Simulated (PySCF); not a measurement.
A structure optimised at B3LYP-D3(BJ)/def2-SVP, used in a PySCF frequency run:

```xyz
11

C      2.6204    -0.3206    -0.7779
C      1.5366    -0.2594    -0.2278
Si    -0.0995    -0.1565     0.5987
N     -0.8211    -1.7238     0.5535
C     -1.0545     1.1696    -0.2598
C     -1.7135     2.0300    -0.8159
H      3.5787    -0.3747    -1.2617
H      0.0439     0.2421     2.0216
H     -0.8743    -2.2171    -0.3334
H     -1.6502    -1.9004     1.1137
H     -2.2910     2.7911    -1.3084
```
Charge 0, spin multiplicity 1.

Q: Write its SMILES and formula.

A: C#C[SiH](N)C#C, C₄H₅NSi

Q: What are its rotational constants (standard atomic weights)?

A: 3.7149, 2.1322, 1.4767 GHz
